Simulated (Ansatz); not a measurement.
Geometry optimisation, RHF/def2-SVP (Ansatz 0.2.0).

Input file:

```yaml
crystal:
  periodic: [false, false, false]
  atoms:
    - { symbol: Ga, position_ang: [0.0, 0.0, 0.0] }
    - { symbol: O, position_ang: [0.0, 0.0, 2.14] }
    - { symbol: H, position_ang: [-0.9095, -0.2814, 2.4771] }
    - { symbol: Cl, position_ang: [1.9398, 0.0, -1.12] }
    - { symbol: H, position_ang: [-1.3596, 0.0, -0.785] }
    - { symbol: F, position_ang: [0.4265, 1.8494, 0.6306] }
    - { symbol: H, position_ang: [0.2831, 1.2277, 1.7126] }
basis:
  gaussian: { orbitals: def2-SVP }
hamiltonian:
  xc: hf
relax:
  f_tol: 0.15
  max_steps: 25
  restrain:
    - { distance: [0, 5], at: 2.9, k: 30.0 }
    - { distance: [6, 1], at: 2.21, k: 30.0 }
    - { distance: [0, 1], at: 1.79, k: 30.0 }
    - { distance: [6, 5], at: 0.92, k: 30.0 }
output:
  orbitals: {}
```

Launched with:

```bash
$ ansatz run input.yaml --threads 1 --pin off --max-ram 2048MiB --backend cpu --events-out ev --progress --plain --runs-dir out
```

Where does it end, and by what steps?

It converged. The restraints hold the end off the free minimum. After 8 steps the energy has fallen by 1.228 eV (the restraints' own energy left out); F6 moved furthest, 0.72 Å. Parted: Ga1–F6 (2.00 → 2.89 Å). Joined: F6–H7 (1.26 → 0.91 Å).

```
step  energy less start (eV)  largest force component (eV/Å)  accepted
   0                  0.0000                           2.722       yes
   1                 -0.2413                           3.775       yes
   2                 -0.6956                           1.869       yes
   3                 -0.9115                           1.260       yes
   4                 -1.1703                           0.504       yes
   5                 -1.1947                           0.767       yes
   6                 -1.1953                           0.802       yes
   7                 -1.2233                           0.336       yes
   8                 -1.2277                           0.280       yes
```

```xyz
7
Properties=species:S:1:pos:R:3
Ga -0.084 -0.217 -0.017
O 0.012 -0.251 1.767
H -0.758 -0.458 2.272
Cl 1.809 -0.452 -0.996
H -1.422 -0.170 -0.798
F 0.358 2.438 1.047
H 0.465 1.907 1.781
```

The run took 18 s on 1 thread of Arm Neoverse V2 (shared host), peak memory 0.19 GiB.
